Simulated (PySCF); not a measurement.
Polarisability of [OsNCl4]-

[OsNCl4]- (charge -1 and singlet state).
Geometry (PBE0-D3(BJ)/def2-SVP, Å), atoms numbered from 1 in this order:
```xyz
6
Cl4NOs angstrom
Os     0.000    0.000    0.137
N      0.001   -0.008    1.750
Cl     2.263    0.007   -0.474
Cl    -0.006    2.265   -0.463
Cl    -2.264   -0.004   -0.469
Cl     0.005   -2.261   -0.480
```

Level: B3LYP/def2-SVPD (PySCF), static field, nuclei fixed, core orbitals frozen in the response. The polarisability tensor in these axes (au):

```
x   128.47   0.00  -0.05
y     0.00 128.46   0.13
z    -0.05   0.13  90.51
```

Question: Give the principal values, the mean and the anisotropy Δα = √{½[(α1 − α2)² + (α2 − α3)² + (α1 − α3)²]}.

Answer: Principal values 90.51, 128.46 and 128.47 au; mean 115.81 au = 17.16 Å³ = 19.10 × 10⁻⁴⁰ C²·m²/J; Δα = 37.95 au (33 % of the mean).

Question: Form Σ f/ω² (atomic units) for the 10 lowest TDDFT singlets, given as eV and f, and set it beside the mean polarisability, which is this sum over all singlets: 2.69, 0.0005; 2.69, 0.0005; 2.78, 0.0000; 3.72, 0.0008; 3.72, 0.0008; 3.97, 0.0000; 4.03, 0.0000; 4.20, 0.0000; 4.27, 0.0000; 4.38, 0.0000.

Answer: They add up to 0.19 au, 0.2 % of the 115.81 au; the largest single term is 0.05 au, from the state at 2.69 eV. Terms in order: 0.05, 0.05, 0.00, 0.04, 0.04, 0.00, 0.00, 0.00, 0.00, 0.00 au. Higher excitations give the rest. The strengths listed sum to 0.003.

Question: Rayleigh depolarisation ratio (linearly polarised light, static tensor)?

Answer: ρ = 3Δα²/(45ᾱ² + 4Δα²) = 4321.1/(603572 + 5761.4) = 0.00709.

Geometry: PBE0-D3(BJ)/def2-SVP; no solvent, vibrations or thermal averaging. Atoms past krypton carry effective core potentials; spin–orbit coupling is left out. The geometry's basis has no diffuse functions.
